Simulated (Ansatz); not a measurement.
Start from `[SnH3][SiH]1CO1` and change one atom or group to get `[TeH][SiH]1CO1`.

Ansatz, PBE0-D4/def2-TZVP geometries, multiplicity 1. 

Elements past krypton have def2 core potentials.

```
                                      property  `[SnH3][SiH]1CO1`
         HOMO–LUMO gap (B3LYP/def2-TZVPP) / eV               6.07
       HOMO–LUMO gap (ωB97M-V/def2-TZVPP) / eV              10.36
size of the dipole moment (PBE/def2-TZVPP) / D               1.51
          HOMO–LUMO gap (PBE0/def2-TZVPP) / eV               6.48
           HOMO energy (B3LYP/def2-TZVPP) / eV              -7.28
         LUMO energy (ωB97M-V/def2-TZVPP) / eV               0.72
```

Task: What does the change do to each property? (Estimate.)

Result: Computed: 
| property | `[TeH][SiH]1CO1` | shift |
| --- | --- | --- |
| HOMO–LUMO gap (B3LYP/def2-TZVPP) / eV | 5.34 | -0.73 |
| HOMO–LUMO gap (ωB97M-V/def2-TZVPP) / eV | 9.68 | -0.68 |
| size of the dipole moment (PBE/def2-TZVPP) / D | 1.50 | -0.01 |
| HOMO–LUMO gap (PBE0/def2-TZVPP) / eV | 5.78 | -0.70 |
| HOMO energy (B3LYP/def2-TZVPP) / eV | -6.58 | 0.70 |
| LUMO energy (ωB97M-V/def2-TZVPP) / eV | 0.81 | 0.09 |

Dipoles are sizes alone; their direction can turn.

B3LYP here is the variant with VWN-RPA as its local correlation; programs differ in this.

Spin–orbit coupling is left out; it splits and shifts lone-pair levels of the heavy atoms by tenths of an eV.
